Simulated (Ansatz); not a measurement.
Basis-set extrapolation for CH₈FNOSi₂, SMILES `C[SiH](F)N[SiH2]O` (PBE0-D4/def2-TZVP geometry, frozen core, Ansatz 0.2.0). Multiplicity 1, RHF reference.

```json
{"": "HF", "def2-TZVPP": "-849.493439", "def2-QZVPP": "-849.525671"}
{"": "MP2 correlation", "def2-TZVPP": "-1.122188", "def2-QZVPP": "-1.212197"}
{"": "CCSD(T) correlation", "def2-TZVPP": "-1.208342", "def2-QZVPP": "not run"}
```

Energies in hartree. Use E(X) = E(∞) + A·exp(−7.88·√X) for Hartree–Fock and E(X) = E(∞) + B·X^(−2.97) for correlation, with X = 3 and 4, and add CCSD(T) minus MP2 of the smaller set to the MP2 limit.

Q: What is the CCSD(T) energy at the basis-set limit?

A: HF limit: -849.525671 + (-0.032232) × 0.13774 = -849.53011. MP2 limit: -1.212197 + (-0.090009) × 0.74074 = -1.27887. Higher-order term: -1.208342 − (-1.122188) = -0.08615. Total: -850.89513 hartree, 5.26 eV below CCSD(T)/def2-TZVPP.
